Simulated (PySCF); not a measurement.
C₂H₃O₂, SMILES [CH2]C(=O)O, multiplicity 2. Geometry optimised at ωB97X-D3(BJ)/def2-SVP. The isomer is the one that the SMILES or the coordinates give; other isomers of the formula were not compared. One conformer was computed; it need not be the lowest.

Computed with PySCF with ωB97X-D3(BJ)/def2-SVP.

Harmonic wavenumbers (cm⁻¹): 325, 425, 556, 598, 644, 772, 944, 988, 1228, 1376, 1477, 1802, 3200, 3335, 3828. Rotational constants (GHz): 11.74, 10.52, 5.548; symmetry number 1.

Problem. Work out the zero-point energy and the ideal-gas rigid-rotor harmonic-oscillator thermochemistry at 298.15 K and 1 atm.

Solution. ZPE = ½ Σ hcν = ½ × 21499 cm⁻¹ = 30.73 kcal/mol. H − E(el) = 33.96 kcal/mol. Entropy in cal/(mol K): translation 38.15, rotation 23.67, vibration 4.05, spin 1.38, total 67.24. G − E(el) = 13.91 kcal/mol. Cp = 16.03 cal/(mol K).
